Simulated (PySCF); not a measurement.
PySCF job for CH4F2SSi, SMILES S[Si](C)(F)F, HF/pcSseg-1. Geometry optimised at B3LYP-D3(BJ)/def2-SVP. The values are those of a single conformer.

```python
import numpy as np
from pyscf import gto, scf, dft
from pyscf.prop.nmr import rhf as nmr

mol = gto.M(
    atom='''
    C    -1.68851982   -1.05061347   -0.12230361
    Si   -0.30020485    0.16720033   -0.00825100
    F    -0.52572470    1.07895721    1.31176268
    F    -0.32013369    1.17535836   -1.27267916
    S     1.65581003   -0.68376742   -0.00810003
    H    -1.68134952   -1.73262107    0.74256542
    H    -2.65730283   -0.52608481   -0.13684916
    H    -1.59841740   -1.65367974   -1.03843274
    H     1.39082184   -1.47329933    1.05990093
    ''',
    basis='pcSseg-1',
    charge=0,
    spin=0,
    max_memory=1600,
    verbose=3,
)
mf = scf.RHF(mol)
mf.conv_tol = 1e-10
mf.max_cycle = 100
mf.kernel()
n = nmr.NMR(mf)
n.verbose = 2
n.max_cycle_cphf = 60
sigma = n.kernel()
print('atom   isotropic/ppm   span/ppm')
for i, s in enumerate(sigma):
    w = np.linalg.eigvalsh((s + s.T) / 2)
    print(f'{mol.atom_symbol(i):2s}{i + 1:3d} {w.mean():14.3f} {w[2] - w[0]:11.3f}')
```

Output:

```
converged SCF energy = -925.643766912312
atom   isotropic/ppm   span/ppm
C   1        189.907      16.259
Si  2        393.505     111.773
F   3        336.436     106.751
F   4        352.867      99.824
S   5        728.024     219.919
H   6         31.352      10.976
H   7         30.913      13.081
H   8         31.099      11.479
H   9         30.957      18.532
```

Self-consistency was reached.

Cost: roughly 11 core-seconds.
